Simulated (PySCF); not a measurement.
Si⁺ (silicon, charge +1) across methods

[Ne] 3s2 3p1, 2P determinant. Calculation: PySCF 2.14, in dyall-acv3z (19s12p6d4f, 113 functions); the spin-free X2C one-electron Hamiltonian (Gaussian nucleus).

```csv
method,E (hartree),mean ε 3s α (eV),mean ε 3s β (eV),mean ε 3p α (eV),Σ⟨r²⟩ (bohr²),⟨S²⟩
LDA,-288.5207,-19.411,-18.566,-12.070,19.72,0.752
r2SCAN,-289.6553,-19.567,-18.561,-12.558,19.73,0.760
M06-L,-289.6759,-19.628,-18.480,-12.290,19.42,0.755
UHF,-289.18305,-24.131,-21.724,-16.212,20.02,0.766
PBE,-289.5449,-19.312,-18.425,-12.189,19.72,0.754
BLYP,-289.7115,-19.135,-18.365,-11.958,19.73,0.753
TPSSh,-289.7005,-20.056,-18.858,-12.883,19.66,0.757
PBE0,-289.5672,-20.711,-19.524,-13.332,19.70,0.756
```
